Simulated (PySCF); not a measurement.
Isomers of C3H7NOSi. Theory: PBE0-D3(BJ)/def2-SVP geometry optimisation, gas phase in PySCF 2.14.0. One conformer each; no zero-point energy, no entropy. No frequencies were run at this level. Point groups hold within 0.08 Å.

Question: Rank from lowest to highest electronic energy at this level (kcal/mol).
A. `[CH2:1]=[N:2][C:3](=[CH2:4])[O:5][SiH3:6]` with C1–N2–C3–C4 40°, N2–C3–O5–Si6 -10°
B. `[O:1]=[CH:2][NH:3][SiH:4]1[CH2:5][CH2:6]1` with O1–C2–N3–Si4 1°, C2–N3–Si4–C5 -151°
C. `[CH3:1][O:2][Si@H:3]([CH3:4])[C:5]#[N:6]` with C1–O2–Si3–C4 174°
D. `[CH3:1][CH2:2][O:3][SiH2:4][C:5]#[N:6]` with C1–C2–O3–Si4 179°, C2–O3–Si4–C5 58°
E. `[CH2:1]=[CH:2][SiH2:3][C:4]([NH2:5])=[O:6]` with C1–C2–Si3–C4 -102°, C2–Si3–C4–N5 13°, Si3–C4–N5–H 0° and 178°

Answer: C (0.0), D (9.0), B (15.9), E (24.5), A (33.0).

As drawn, the lowest has a C≡N group and an Si–C bond, which the highest lacks; the highest has a C=N bond and a C=C bond outside aromatic rings, which the lowest lacks.

```csv
SMILES,E (Eh),E rel (kcal/mol),dipole (D),point group,"A, B, C (MHz)"
CO[Si@H](C)C#N,-537.35091,0.0,3.13,C1,"3076, 2516, 1512"
CCO[SiH2]C#N,-537.33663,9.0,3.11,C1,"5411, 1514, 1248"
O=CN[SiH]1CC1,-537.32555,15.9,3.31,C1,"7372, 1731, 1595"
C=C[SiH2]C(N)=O,-537.31188,24.5,4.22,C1,"5600, 1692, 1387"
C=NC(=C)O[SiH3],-537.29827,33.0,2.17,C1,"4954, 2149, 1552"
```
